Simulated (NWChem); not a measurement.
Molecule: Si2H6S; SMILES [SiH3]S[SiH3]

```xyz
9

Si    -1.6467     0.0000    -0.4070
S      0.0000     0.0000     0.9784
Si     1.6467     0.0000    -0.4070
H     -1.6177    -1.2133    -1.2780
H     -2.8815     0.0000     0.4262
H     -1.6177     1.2133    -1.2780
H      1.6177    -1.2133    -1.2780
H      2.8815     0.0000     0.4262
H      1.6177     1.2133    -1.2780
```
Atoms are numbered in this order, from 1.

Results from NWChem. Medium grid unless said otherwise, to which SCAN and Minnesota functionals are sensitive. All runs use the structure optimised with PBE0/def2-SVP.

### Question
Among these, which level gives the highest value of “dipole (D)”?
A. LRC-wPBEh/def2-SVP
B. PBE/def2-SVP
C. M06-2X/def2-SVP
D. LC-wPBE (HJS exchange hole, range parameter 0.4 per bohr)/def2-SVP

### Answer
D, LC-wPBE (HJS exchange hole, range parameter 0.4 per bohr)/def2-SVP. Values: PBE/def2-SVP 0.99; LRC-wPBEh/def2-SVP 1.18; M06-2X/def2-SVP 1.18; LC-wPBE (HJS exchange hole, range parameter 0.4 per bohr)/def2-SVP 1.28
